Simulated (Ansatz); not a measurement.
`[SiH3][SiH]1BN1` + `F[SiH2]CS` → `F[SiH2]C[SiH3]` + `S[SiH]1BN1`  (redistribution)

Calculated with Ansatz (gas phase, PBE0-D4/def2-TZVP geometries, no zero-point term in ΔE). CCSD(T)/CBS adds triple-zeta CCSD(T) − MP2 to the extrapolated MP2 energy (def2 sets, frozen cores). DFT in def2-TZVPP. Each species was taken in one conformer, which may not be the lowest.

```json
{"species": "`[SiH3][SiH]1BN1`", "PBE0-D4 energy (Eh)": "-661.89774"}
{"species": "`F[SiH2]CS`", "PBE0-D4 energy (Eh)": "-828.38556"}
{"species": "`F[SiH2]C[SiH3]`", "PBE0-D4 energy (Eh)": "-720.90352"}
{"species": "`S[SiH]1BN1`", "PBE0-D4 energy (Eh)": "-769.42443"}
```

Q: Work out ΔE.

A: ΔE = (-720.90352) + (-769.42443) − (-661.89774) − (-828.38556) = -0.04465 Eh = -117.2 kJ/mol. CCSD(T)/CBS gives -125.3 kJ/mol.

Largest T1 diagnostic among the species: 0.015.

From PBE to PBE0 (25 % exact exchange), in def2-TZVPP and without D4, ΔE moves by −6.7 kJ/mol.
